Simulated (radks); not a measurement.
Question: The mercury ion Hg3+, configuration [Xe] 4f14 5d9. All-electron calculation, Dirac Kohn-Sham, LDA (Slater exchange, Perdew-Zunger correlation), spin-unpolarised, spherical densities, finite nucleus; open shells fill j = l - 1/2 first; Fermi nuclear charge, rms radius 5.4648 fm. Program: a radial shooting solver on a logarithmic mesh with Libxc functionals.

Spin-orbit splittings of the eigenvalues, e(l+1/2) - e(l-1/2), with zeta = 2 splitting/(2l+1) and mean radii in bohr:

shell  occ.  splitting (eV)  zeta (eV)  <r> j=l-1/2  <r> j=l+1/2
2p        6            1946       1297      0.05694      0.06561
3p        6           430.8      287.2       0.1705       0.1864
3d       10               ?          ?       0.1622       0.1670
4p        6           104.3      69.53       0.4012       0.4357
4d       10           19.45      7.780       0.4426       0.4539
4f       14           4.200      1.200       0.4791       0.4858
5p        6           18.65      12.43       0.9669        1.061
5d        9           2.083     0.8333        1.363        1.408

Estimate the 3d splitting.

Answer: 92.40 eV (zeta = 36.96 eV).
